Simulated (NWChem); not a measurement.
All runs are NWChem calculations. System: CClF, charge 0, spin multiplicity 1, at a geometry optimised with B3LYP/def2-SVP. The structure started from a generated list of species. Level: CCSD(T)/cc-pVDZ, 7 core orbitals frozen.

Input file:

```
start mol
memory heap 100 mb stack 700 mb global 1900 mb
geometry units angstroms nocenter noautoz
  F      0.252680    -1.473841     0.000000
  C     -0.685351    -0.585655     0.000000
  Cl     0.108117     0.986970     0.000000
  symmetry group Cs
end
basis spherical
  * library cc-pvdz
end
scf
  rhf
  nopen 0
  maxiter 100
  thresh 1e-7
  semidirect memsize 60000000 filesize 0
end
ccsd
  freeze core 7
  maxiter 60
end
task ccsd(t) energy
```

Output (cleaned and shortened):

```
             Northwest Computational Chemistry Package (NWChem) 7.3.0
             --------------------------------------------------------

                                NWChem Input Module
                                -------------------

 Scaling coordinates for geometry "geometry" by  1.889725989
 (inverse scale =  0.529177249)

 Turning off AUTOSYM since
 SYMMETRY directive was detected!

                             Geometry "geometry" -> ""
                             -------------------------

 Output coordinates in angstroms (scale by  1.889725989 to convert to a.u.)

  No.       Tag          Charge          X              Y              Z
 ---- ---------------- ---------- -------------- -------------- --------------
    1 F                    9.0000     0.25268000    -1.47384100     0.00000000
    2 C                    6.0000    -0.68535100    -0.58565500     0.00000000
    3 Cl                  17.0000     0.10811700     0.98697000     0.00000000

 Effective nuclear repulsion energy (a.u.)      85.6081254425

            Nuclear Dipole moment (a.u.)
            ----------------------------
        X                 Y               Z
 ---------------- ---------------- ----------------
     0.0000056692    -0.0000170075     0.0000000000

      Symmetry information
      --------------------

 Group name             Cs
 Group number              2
 Group order               2
 No. of unique centers     3

      Symmetry unique atoms

     1    2    3


 Summary of "ao basis" -> "" (spherical)
 ------------------------------------------------------------------------------
       Tag                 Description            Shells   Functions and Types
 ---------------- ------------------------------  ------  ---------------------
 *                          cc-pvdz                   on all atoms

 Summary of "ao basis" -> "ao basis" (spherical)
 ------------------------------------------------------------------------------
       Tag                 Description            Shells   Functions and Types
 ---------------- ------------------------------  ------  ---------------------
[...]
 commencing triples evaluation - blocking       1
 ccsd(t): done        1 out of       30 progress:    3.3%
 ccsd(t): done        2 out of       30 progress:    6.7%
 ccsd(t): done        3 out of       30 progress:   10.0%
 ccsd(t): done        4 out of       30 progress:   13.3%
 ccsd(t): done        5 out of       30 progress:   16.7%
 ccsd(t): done        6 out of       30 progress:   20.0%
 ccsd(t): done        7 out of       30 progress:   23.3%
 ccsd(t): done        8 out of       30 progress:   26.7%
 ccsd(t): done        9 out of       30 progress:   30.0%
 ccsd(t): done       10 out of       30 progress:   33.3%
 ccsd(t): done       11 out of       30 progress:   36.7%
 ccsd(t): done       12 out of       30 progress:   40.0%
 ccsd(t): done       13 out of       30 progress:   43.3%
 ccsd(t): done       14 out of       30 progress:   46.7%
 ccsd(t): done       15 out of       30 progress:   50.0%
 ccsd(t): done       16 out of       30 progress:   53.3%
 ccsd(t): done       17 out of       30 progress:   56.7%
 ccsd(t): done       18 out of       30 progress:   60.0%
 ccsd(t): done       19 out of       30 progress:   63.3%
 ccsd(t): done       20 out of       30 progress:   66.7%
 ccsd(t): done       21 out of       30 progress:   70.0%
 ccsd(t): done       22 out of       30 progress:   73.3%
 ccsd(t): done       23 out of       30 progress:   76.7%
 ccsd(t): done       24 out of       30 progress:   80.0%
 ccsd(t): done       25 out of       30 progress:   83.3%
 ccsd(t): done       26 out of       30 progress:   86.7%
 ccsd(t): done       27 out of       30 progress:   90.0%
 ccsd(t): done       28 out of       30 progress:   93.3%
 ccsd(t): done       29 out of       30 progress:   96.7%
 ccsd(t): done       30 out of       30 progress:  100.0%
 Time for integral evaluation pass     1        2.70
 Time for triples evaluation pass      1        0.40

 pseudo-e(mp4)  -0.15335683866239E-01
 pseudo-e(mp5)   0.17332257448250E-02
        e(t)    -0.13602458121414E-01

 --------------
 CCSD(T) Energy
 --------------
 Reference energy:                    -596.713310733478238

 CCSD corr. energy:                     -0.459189825553291
 T(CCSD) corr. energy:                  -0.015335683866239
 Total CCSD+T(CCSD) energy:           -597.187836242897788

 CCSD corr. energy:                     -0.459189825553291
 (T) corr. energy:                      -0.013602458121414
 Total CCSD(T) energy:                -597.186103017152959

 routine      calls  cpu(0)   cpu-min  cpu-ave  cpu-max   i/o
 aoccsd          1     0.01     0.01     0.01     0.01    0.00
 iterdrv         1     0.01     0.01     0.01     0.01    0.00
 pampt          14     0.04     0.04     0.04     0.04    0.00
 t2pm           14     0.07     0.07     0.07     0.07    0.00
 sxy            14     0.18     0.18     0.18     0.18    0.00
 ints       616868    18.98    18.98    18.98    18.98    0.00
 t2eri        2940     1.82     1.82     1.82     1.82    0.00
 idx2         2940     0.40     0.40     0.40     0.40    0.00
 idx34          14     0.03     0.03     0.03     0.03    0.00
 ht2pm          14     0.09     0.09     0.09     0.09    0.00
 itm            14     0.32     0.32     0.32     0.32    0.00
 pdiis          14     0.02     0.02     0.02     0.02    0.00
 triples         1     0.00     0.00     0.00     0.00    0.00
 rdtrpo          1     0.01     0.01     0.01     0.01    0.00
 trpmos          1     2.70     2.70     2.70     2.70    0.00
 trpdrv          1     0.08     0.08     0.08     0.08    0.00
 dovvv       24300     0.11     0.11     0.11     0.11    0.00
 doooo       24300     0.05     0.05     0.05     0.05    0.00
 tengy       21870     0.13     0.13     0.13     0.13    0.00
 Total                25.05    25.05    25.05    25.05    0.00

 Task  times  cpu:       27.1s     wall:       27.1s

 Total times  cpu:       27.1s     wall:       27.1s
```
